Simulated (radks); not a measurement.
Problem. The ruthenium ion Ru3+, [Kr] 4d5. Method: non-relativistic Kohn-Sham, PBE, spin-polarised, spherical densities, point nucleus; computed with a radial shooting solver on a logarithmic mesh with Libxc functionals. Every spin shell is full or empty, so the densities are truly spherical. Functionals are evaluated on that one density, not self-consistently. Rank these orbital-free kinetic functionals by their error against the exact value of the orbitals, and give that value: Thomas-Fermi, von Weizsacker, TF + vW, TF + vW/9, TF + vW/5, revAPBEK, Perdew 92, Thakkar, Pearson, LKT, DePristo-Kress, Ernzerhof.

Solution. Exact: 4439.37 hartree. From best to worst, with 100 (|E| - |E exact|)/|E exact| (equal figures are ties): DePristo-Kress -0.06, revAPBEK +0.34, Ernzerhof -0.36, Thakkar -0.51, Perdew 92 -0.66, TF + vW/9 -0.67, Pearson -0.95, TF + vW/5 +3.19, Thomas-Fermi -5.49, LKT +20.21, TF + vW +37.91, von Weizsacker -56.60.
